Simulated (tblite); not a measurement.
Species: C6H13PSe.
Atom-mapped SMILES: `[CH3:1]/[CH:2]=[CH:3]\[P@H:4](=[Se:5])[CH2:6][CH2:7][CH3:8]` (hydrogens: H9, H10, H11 on C1; H12 on C2; H13 on C3; H14 on P4; H15, H16 on C6; H17, H18 on C7; H19, H20, H21 on C8)

Computed with GFN2-xTB (tblite), gas phase: L-BFGS steps from a force-field or distance-geometry start until the largest atomic force falls under 0.01 eV/Å.

Step 54: E = -685.0006 eV
```
atom  x, y, z in Å  |  force x, y, z in eV/Å
C1      3.5390   -0.2777    0.7702   -0.006  -0.023  -0.008
C2      2.8414    0.9678    0.3583    0.020  -0.017   0.024
C3      1.6031    1.0528   -0.1137    0.050   0.025   0.019
P4      0.4971   -0.2764   -0.6070   -0.030   0.023  -0.048
Se5     0.5141   -0.5932   -2.6683   -0.001  -0.005  -0.011
C6     -1.1282    0.1788    0.1376   -0.032   0.002  -0.008
C7     -2.2754   -0.5421   -0.5649   -0.001   0.008   0.027
C8     -3.6208   -0.1993    0.0609   -0.012  -0.007   0.007
H9      3.6039   -0.3229    1.8587    0.005  -0.004  -0.013
H10     3.0152   -1.1598    0.4082    0.016  -0.010  -0.005
H11     4.5562   -0.2851    0.3819   -0.020   0.002  -0.018
H12     3.4092    1.8811    0.4939   -0.018   0.012   0.031
H13     1.1984    2.0158   -0.4092   -0.018   0.024  -0.007
H14     0.8500   -1.4003    0.1375   -0.012  -0.009   0.041
H15    -1.0952   -0.0678    1.2032   -0.009   0.003  -0.014
H16    -1.2486    1.2633    0.0421    0.007  -0.005  -0.031
H17    -2.2755   -0.2539   -1.6196    0.007  -0.029   0.020
H18    -2.1093   -1.6226   -0.5207    0.007   0.017   0.015
H19    -3.8196    0.8680   -0.0114    0.027   0.007   0.000
H20    -4.4212   -0.7279   -0.4503    0.007  -0.012  -0.011
H21    -3.6428   -0.4815    1.1122    0.014  -0.002  -0.008
```

Step 55: E = -685.0015 eV
```
atom  x, y, z in Å  |  force x, y, z in eV/Å
C1      3.5363   -0.2837    0.7661    0.001  -0.020  -0.007
C2      2.8427    0.9647    0.3588    0.013   0.008   0.029
C3      1.6034    1.0587   -0.1085    0.036   0.022   0.013
P4      0.4966   -0.2681   -0.6053   -0.019   0.011  -0.023
Se5     0.5234   -0.5851   -2.6660   -0.009  -0.007  -0.017
C6     -1.1305    0.1845    0.1369   -0.024   0.003  -0.006
C7     -2.2742   -0.5447   -0.5622   -0.012   0.009   0.027
C8     -3.6222   -0.2029    0.0591   -0.018  -0.004   0.006
H9      3.6067   -0.3325    1.8538   -0.003   0.003  -0.004
H10     3.0078   -1.1625    0.4043    0.019  -0.026  -0.013
H11     4.5516   -0.2915    0.3742   -0.004  -0.012  -0.029
H12     3.4149    1.8748    0.4924   -0.001   0.030   0.045
H13     1.2032    2.0254   -0.3981   -0.018   0.014  -0.012
H14     0.8532   -1.3898    0.1432   -0.034   0.003   0.023
H15    -1.0938   -0.0568    1.2036   -0.018  -0.004  -0.014
H16    -1.2566    1.2681    0.0379    0.013  -0.004  -0.040
H17    -2.2752   -0.2632   -1.6190    0.014  -0.028   0.027
H18    -2.1052   -1.6246   -0.5119    0.010   0.023   0.020
H19    -3.8295    0.8622   -0.0260    0.035  -0.005  -0.002
H20    -4.4170   -0.7439   -0.4480    0.000  -0.007  -0.003
H21    -3.6446   -0.4722    1.1141    0.019  -0.005  -0.020
```

Step 56: E = -685.0020 eV
```
atom  x, y, z in Å  |  force x, y, z in eV/Å
C1      3.5349   -0.2889    0.7625    0.006  -0.010  -0.006
C2      2.8450    0.9626    0.3594    0.004   0.025   0.025
C3      1.6047    1.0636   -0.1038    0.010   0.012   0.002
P4      0.4955   -0.2610   -0.6034    0.001   0.003   0.003
Se5     0.5291   -0.5772   -2.6642   -0.014  -0.008  -0.014
C6     -1.1332    0.1896    0.1372   -0.005   0.005  -0.007
C7     -2.2735   -0.5463   -0.5595   -0.015   0.005   0.018
C8     -3.6241   -0.2063    0.0572   -0.016  -0.001  -0.002
H9      3.6087   -0.3399    1.8498   -0.005   0.003   0.002
H10     3.0028   -1.1651    0.4009    0.018  -0.033  -0.018
H11     4.5488   -0.2977    0.3678    0.007  -0.021  -0.034
H12     3.4207    1.8704    0.4910    0.009   0.035   0.056
H13     1.2068    2.0328   -0.3896   -0.010   0.002  -0.010
H14     0.8534   -1.3822    0.1480   -0.049   0.018   0.005
H15    -1.0939   -0.0479    1.2046   -0.024  -0.005  -0.012
H16    -1.2629    1.2723    0.0348    0.013  -0.001  -0.042
H17    -2.2738   -0.2706   -1.6178    0.014  -0.022   0.024
H18    -2.1008   -1.6253   -0.5046    0.009   0.020   0.027
H19    -3.8384    0.8568   -0.0399    0.037  -0.020   0.000
H20    -4.4136   -0.7590   -0.4460   -0.001   0.002   0.008
H21    -3.6451   -0.4640    1.1152    0.014  -0.007  -0.025
```

**Question.** Estimate the geometry and energy of step 57. (The exact step hangs on the optimiser's Hessian estimate; all steps are aligned on step 56, rigid shifts and turns removed.)

**Answer.** E = -685.0027 eV, largest force 0.074 eV/Å
```
atom  x, y, z in Å  |  force x, y, z in eV/Å
C1      3.5337   -0.2943    0.7589    0.010   0.004  -0.006
C2      2.8474    0.9607    0.3605   -0.007   0.038   0.018
C3      1.6065    1.0687   -0.0992   -0.022  -0.002  -0.012
P4      0.4942   -0.2537   -0.6018    0.021  -0.004   0.028
Se5     0.5337   -0.5694   -2.6627   -0.019  -0.008  -0.006
C6     -1.1362    0.1949    0.1375    0.017   0.009  -0.007
C7     -2.2729   -0.5476   -0.5564   -0.010  -0.003   0.003
C8     -3.6262   -0.2097    0.0552   -0.003  -0.001  -0.010
H9      3.6109   -0.3472    1.8457   -0.006   0.001   0.005
H10     2.9988   -1.1686    0.3972    0.014  -0.032  -0.020
H11     4.5461   -0.3038    0.3609    0.016  -0.028  -0.035
H12     3.4264    1.8665    0.4910    0.017   0.032   0.065
H13     1.2102    2.0399   -0.3818    0.001  -0.011  -0.006
H14     0.8517   -1.3744    0.1531   -0.059   0.031  -0.014
H15    -1.0952   -0.0392    1.2055   -0.025  -0.003  -0.008
H16    -1.2691    1.2766    0.0311    0.010   0.006  -0.041
H17    -2.2717   -0.2783   -1.6161    0.011  -0.013   0.012
H18    -2.0958   -1.6255   -0.4969    0.007   0.009   0.035
H19    -3.8463    0.8511   -0.0540    0.030  -0.027   0.001
H20    -4.4101   -0.7742   -0.4439   -0.006   0.013   0.018
H21    -3.6450   -0.4560    1.1157    0.003  -0.010  -0.021
```

The energy changes by -0.0007 eV. The first-order estimate −F·Δx gives -0.0009 eV and the mean of the old and new forces, exact on a quadratic surface, -0.0007 eV. The step makes an angle of 82° with the force vector and moves no atom by more than 0.017 Å.

The cost below is that of the whole relaxation. On Arm Neoverse N1, one thread, on a shared host, this took 2.5 s of wall time.
